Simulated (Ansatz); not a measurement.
Geometry optimisation, DFT PBE, scalar-relativistic, plane waves, PAW in Ansatz.

Input file:

```yaml
crystal:
  lattice:
    - [7.398, 0.0, 0.0]
    - [-3.699, 6.406856, 0.0]
    - [0.0, 0.0, 13.0]
  atoms:
    - { symbol: C, position: [0.0, 0.0, 0.07692308] }
    - { symbol: C, position: [0.22222222, 0.11111111, 0.07692308] }
    - { symbol: C, position: [0.0, 0.33333333, 0.07692308] }
    - { symbol: C, position: [0.22222222, 0.44444444, 0.07692308] }
    - { symbol: C, position: [0.0, 0.66666666, 0.07692308] }
    - { symbol: C, position: [0.22222222, 0.77777777, 0.07692308] }
    - { symbol: C, position: [0.33333333, 0.0, 0.07692308] }
    - { symbol: C, position: [0.55555556, 0.11111111, 0.07692308] }
    - { symbol: C, position: [0.33333333, 0.33333333, 0.07692308] }
    - { symbol: C, position: [0.55555555, 0.44444444, 0.07692308] }
    - { symbol: C, position: [0.33333333, 0.66666666, 0.07692308] }
    - { symbol: C, position: [0.55555555, 0.77777777, 0.07692308] }
    - { symbol: C, position: [0.66666667, 0.0, 0.07692308] }
    - { symbol: C, position: [0.88888889, 0.11111111, 0.07692308] }
    - { symbol: C, position: [0.66666667, 0.33333333, 0.07692308] }
    - { symbol: C, position: [0.88888889, 0.44444444, 0.07692308] }
    - { symbol: C, position: [0.66666666, 0.66666666, 0.07692308] }
    - { symbol: C, position: [0.88888889, 0.77777777, 0.07692308] }
    - { symbol: Pd, position: [0.7037037, 0.74074073, 0.24230769] }
basis:
  ecutwfc: 420.0
kpoints:
  mp_grid: { grid: [2, 2, 1] }
hamiltonian:
  xc: pbe
scf:
  occupations: { method: fermi_dirac, width: 0.05 }
  lower_state_search: "off"
relax:
  f_tol: 0.03
  max_steps: 60
  adjacent_minimum: "off"
output:
  write_density: true
  write_potential: true
  elf: true
  volumetric_format: npy
```

Launched with:

```bash
$ ansatz run input.yaml --threads 1 --pin off --max-ram 3072MiB --backend cpu --events-out ev --progress --plain --runs-dir out
```

Question: Where does it end, and by what steps?

Answer: The run converged. Limits of this set-up: coarse k mesh, slab without dipole correction. After 7 steps the energy has fallen by 0.093 eV; Pd19 moved furthest, 0.12 Å.

```tsv
step	energy less start (eV)	largest force component (eV/Å)	accepted
0	0.0000	0.733	yes
1	-0.0702	0.408	yes
2	-0.0872	0.291	yes
3	-0.0811	0.334	no
4	-0.0897	0.220	yes
5	-0.0923	0.057	yes
6	-0.0924	0.078	yes
7	-0.0927	0.019	yes
```

```xyz
19
Lattice="7.3980 0.0000 0.0000 -3.6990 6.4069 0.0000 0.0000 0.0000 13.0000" Properties=species:S:1:pos:R:3
C 0.000 0.018 0.996
C 1.233 0.716 0.977
C -1.233 2.146 0.952
C 0.000 2.852 0.975
C -2.459 4.279 1.014
C -1.233 4.986 1.002
C 2.466 0.009 0.993
C 3.699 0.716 0.977
C 1.232 2.142 0.971
C 2.466 2.834 1.000
C -0.007 4.279 1.014
C 1.222 4.994 1.073
C 4.932 0.018 0.996
C 6.165 0.720 0.958
C 3.700 2.142 0.971
C 4.932 2.852 0.975
C 2.466 4.271 1.084
C 3.710 4.994 1.073
Pd 2.466 4.627 3.149
```

Whether the end is a true minimum wasn't checked by a vibrational analysis.

The run took 50 s on 1 thread of Arm Neoverse V2, on a shared host, peak memory 0.72 GiB.
